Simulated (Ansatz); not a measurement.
Consider the cleavage of the Si–B bond: `[SiH3]B(Cl)[SeH]` + `[NH2][Mg][OH]` → `[NH2][Mg][O][SiH3]` + `ClB[SeH]`.

Program: Ansatz. Geometries: PBE0-D4/def2-TZVP. ΔE: electronic, gas phase. CCSD(T)/CBS adds triple-zeta CCSD(T) − MP2 to the extrapolated MP2 energy (def2 sets, frozen cores). Functionals use def2-TZVPP. B3LYP here is the variant with VWN-RPA as its local correlation; programs differ in this. For Mg, Se outer-core shells are correlated without core-valence functions, which leaves a few kJ/mol of doubt a bond. Scalar relativity is left out up to krypton. One conformer a species, not always the lowest.

`[SiH3]B(Cl)[SeH]`:

Z-matrix (Å, degrees):
```
Si
B 1 2.012
H 1 1.488 2 109.8
H 1 1.489 2 111.3 3 120.6
H 1 1.488 2 109.7 3 -118.9
Cl 2 1.754 1 119.6 3 59.5
Se 2 1.920 1 123.9 3 -120.5
H 7 1.469 2 95.4 1 0.1
```

`[NH2][Mg][OH]`:

Cartesian coordinates in Å:
```
N 0.624 1.275 0.412
Mg -0.139 -0.356 -0.135
O -0.797 -1.902 -0.690
H 1.226 1.416 1.209
H 0.518 2.168 -0.044
H -1.432 -2.602 -0.752
```

`[NH2][Mg][O][SiH3]`:

```xyz
9

N     0.379    0.387    2.964
Mg    0.146    0.144    1.118
O    -0.078   -0.087   -0.647
Si   -0.285   -0.291   -2.231
H     0.091   -0.250    3.692
H     0.815    1.177    3.413
H    -0.413    1.018   -2.939
H     0.865   -1.020   -2.845
H    -1.520   -1.079   -2.524
```

`ClB[SeH]`:

Z-matrix (Å, degrees):
```
B
Cl 1 1.743
Se 1 1.916 2 118.9
H 1 1.188 2 119.6 3 180.0
H 3 1.469 1 94.6 2 180.0
```

CCSD(T)/CBS gives -1.40 eV.

(1) Another level gave -1.43 eV. Which?
A. SCS-MP2/def2-TZVPP
B. PBE0-D4/def2-TZVPP
C. B3LYP/def2-TZVPP
D. r2SCAN-D4/def2-TZVPP

Largest T1 diagnostic among the species: 0.013.

## Answers

(1) C. B3LYP -1.43, PBE0-D4 -1.24, SCS-MP2/def2-TZVPP -1.50, r2SCAN-D4 -1.35 eV.

From PBE to PBE0 (25 % exact exchange), in def2-TZVPP and without D4, ΔE moves by −0.10 eV. In def2-TZVPP, CCSD(T) changes the Hartree–Fock value by +0.32 eV (the triples alone add +0.05 eV) and MP2 by +0.29 eV.
